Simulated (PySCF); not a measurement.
Species: C6H11P.
Structure used (GFN2-xTB), in Å, numbered top down from 1:
```
atom  x, y, z in Å
C1     2.813    0.190    0.124
P2     1.750   -1.326    0.288
C3     0.123   -0.520    0.252
C4    -0.770   -0.461    1.233
C5    -2.031    0.231    0.813
C6    -1.899    0.315   -0.717
C7    -0.402    0.120   -1.007
H8     2.458    0.994    0.766
H9     3.834   -0.073    0.394
H10    2.806    0.520   -0.914
H11    1.815   -1.389    1.685
H12   -0.637   -0.840    2.233
H13   -2.081    1.225    1.268
H14   -2.922   -0.318    1.122
H15   -2.468   -0.495   -1.176
H16   -2.275    1.257   -1.112
H17   -0.224   -0.502   -1.886
H18    0.100    1.078   -1.173
```

Computed with TDDFT PBE0/def2-SVPD, vertical, gas phase, core orbitals frozen in the response in PySCF.

Each state is given a Gaussian of 0.25 eV full width at half maximum, with ε(max) = 2.175×10⁸ f / Δν̃ (Δν̃ the width in cm⁻¹). The cross-section is σ = 3.8235×10⁻²¹ ε cm², given in Mb (10⁻¹⁸ cm²). The width is an assumption, not a result. The curve ends short of the highest state used, and states not computed would add to its high-energy end.

| E (eV) | σ (Mb) |
| --- | --- |
| 5.28 | 0.20 |
| 5.32 | 0.72 |
| 5.36 | 2.19 |
| 5.41 | 7.20 |
| 5.45 | 15.91 |
| 5.49 | 30.54 |
| 5.53 | 50.86 |
| 5.58 | 78.88 |
| 5.62 | 95.63 |
| 5.66 | 100.80 |
| 5.70 | 92.55 |
| 5.74 | 74.28 |
| 5.79 | 47.16 |
| 5.83 | 28.81 |
| 5.87 | 16.02 |
| 5.91 | 8.34 |
| 5.96 | 3.63 |
| 6.00 | 2.15 |
| 6.04 | 1.83 |
| 6.08 | 2.25 |
| 6.13 | 3.31 |
| 6.17 | 4.15 |
| 6.21 | 4.64 |
| 6.25 | 4.68 |
| 6.30 | 4.41 |
| 6.34 | 4.39 |
| 6.38 | 4.85 |
| 6.42 | 5.70 |
| 6.47 | 6.78 |
| 6.51 | 7.30 |

Task: Locate the maxima and give the states behind the curve.

Result: 219 nm (5.65 eV), ε about 26000, made up of S1 (99%); 199 nm (6.23 eV), ε about 1200, made up of S3 (94%) (ε in L mol⁻¹ cm⁻¹; maxima over ε = 5, shares over 10%). At its high-energy end, 6.51 eV, the curve is still rising (ε about 1900, from S4). The states used: S1 5.65 eV (f 0.243); S2 5.84 eV (f 0.0089); S3 6.22 eV (f 0.011); S4 6.50 eV (f 0.016); S5 6.81 eV (f 0.089); S6 6.94 eV (f 0.0047); S7 7.00 eV (f 0.024); S8 7.11 eV (f 0.040).

Task: On this curve, what absorbance would a 10⁻³ mol/L sample give at 193 nm over a 1 cm path?

Result: 193 nm is 6.424 eV, where ε is about 1500 L mol⁻¹ cm⁻¹, so A = ε c l ≈ 1.5 (Beer–Lambert, with the gas-phase spectrum and the assumed width).

Task: What would ε be at 5.65 eV, the highest of these maxima, with half the width (0.125 eV)?

Result: About 52200 L mol⁻¹ cm⁻¹ against 26400, a factor of about 1.98; a lone state at its own centre would give exactly 2.

One conformer stands for the species.
